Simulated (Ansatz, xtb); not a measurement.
# Two isomers of C5H4F2O2

Structure I is `O=C(O)/C=C(F)/C=C/F`, a singlet and structure II is `O=CC1=CCC(F)(F)O1`, a singlet. Both are isolated molecules in the gas phase, relaxed with PBE0-D3(BJ)/def2-SVP; the shapes shown needn't be the lowest conformers.

I (Å):

```json
{"atom": "C", "x (Å)": "-0.8385", "y (Å)": "-1.7471", "z (Å)": "-2.7509"}
{"atom": "C", "x (Å)": "0.0534", "y (Å)": "-1.1776", "z (Å)": "-1.7341"}
{"atom": "C", "x (Å)": "-0.3606", "y (Å)": "-0.4860", "z (Å)": "-0.6531"}
{"atom": "C", "x (Å)": "0.5210", "y (Å)": "0.0743", "z (Å)": "0.3478"}
{"atom": "C", "x (Å)": "0.0533", "y (Å)": "0.7527", "z (Å)": "1.4017"}
{"atom": "F", "x (Å)": "-1.6469", "y (Å)": "-0.2675", "z (Å)": "-0.4303"}
{"atom": "F", "x (Å)": "0.8591", "y (Å)": "1.2625", "z (Å)": "2.3122"}
{"atom": "O", "x (Å)": "-2.0420", "y (Å)": "-1.6890", "z (Å)": "-2.7761"}
{"atom": "O", "x (Å)": "-0.1258", "y (Å)": "-2.3755", "z (Å)": "-3.7045"}
{"atom": "H", "x (Å)": "-0.7742", "y (Å)": "-2.7225", "z (Å)": "-4.3354"}
{"atom": "H", "x (Å)": "1.1257", "y (Å)": "-1.3246", "z (Å)": "-1.8632"}
{"atom": "H", "x (Å)": "1.5964", "y (Å)": "-0.0684", "z (Å)": "0.2270"}
{"atom": "H", "x (Å)": "-1.0056", "y (Å)": "0.9415", "z (Å)": "1.5978"}
```

II (Å):

```xyz
13

C     0.4359    0.3828   -3.5126
C     0.2616   -0.1480   -2.1485
C    -0.5976    0.2362   -1.1944
C    -0.3652   -0.6247    0.0005
C     0.7716   -1.5385   -0.4747
F     0.4334   -2.8346   -0.4571
F     1.8759   -1.4195    0.2745
O    -0.2247    1.2882   -3.9523
O     1.0825   -1.1810   -1.7790
H     1.2336   -0.1257   -4.1066
H    -1.3259    1.0375   -1.3000
H    -1.2403   -1.2314    0.2815
H    -0.0456   -0.0627    0.8920
```

Quicker runs give these differences E(II) − E(I): GFN2-xTB −11.7 kcal/mol; HF/STO-3G −41.5 kcal/mol (at GFN2-xTB geometries); r2SCAN-D4/def2-SVP −1.8 kcal/mol (at GFN2-xTB geometries).

Task: Estimate E(II) − E(I) at the level CCSD(T)/def2-SVP + ΔMP2/def2-TZVPP.

Result: Calculated at CCSD(T)/def2-SVP + ΔMP2/def2-TZVPP: E(II) − E(I) = −3.3 kcal/mol, so structure II lies lower.

How the difference moves with the method:

```csv
level,geometry,E(II) − E(I) (kcal/mol),departure from the last row (kcal/mol),"job, with rough time for the two"
GFN2-xTB,GFN2-xTB,−11.7,−8.4,"optimisation, 0.1 s"
HF/STO-3G,GFN2-xTB,−41.5,−38.2,"single point, 0.34 s"
r2SCAN-D4/def2-SVP,GFN2-xTB,−1.8,+1.5,"single point, 3.1 s"
PBE0-D3(BJ)/def2-SVP,PBE0-D3(BJ)/def2-SVP,−4.9,−1.6,"optimisation, 26 s"
HF/def2-SVP,PBE0-D3(BJ)/def2-SVP,−4.1,−0.8,part of the CCSD(T) run
MP2/def2-SVP,PBE0-D3(BJ)/def2-SVP,−4.9,−1.6,part of the CCSD(T) run
CCSD(T)/def2-SVP,PBE0-D3(BJ)/def2-SVP,−5.3,−2.0,single point
CCSD(T)/def2-SVP + ΔMP2/def2-TZVPP,PBE0-D3(BJ)/def2-SVP,−3.3,,"single point, 93 s"
```

As drawn, II has 1 C–C, 1 C–O, 1 C–H in place of 1 C=C, 1 O–H. Structure I has no ring, II a 5-membered ring.

The levels shown agree on the order. The largest departure from CCSD(T)/def2-SVP + ΔMP2/def2-TZVPP is that of HF/STO-3G, 38.2 kcal/mol. The last row adds to CCSD(T) the change of the MP2 difference between the two basis sets, here +2.0 kcal/mol.

With thermal terms from frequencies at re-optimised GFN2-xTB minima (ideal gas, soft modes damped towards free rotors, one conformer each, 298.15 K, 1 atm): the zero-point term adds +0.5 kcal/mol; ΔH is −3.6 and ΔG −1.7 kcal/mol.

The correlated steps freeze 9 core orbitals. Programs: Ansatz 0.2.0, xtb 6.7.1; the last row on 4 threads of Arm Neoverse V2 on a shared host.
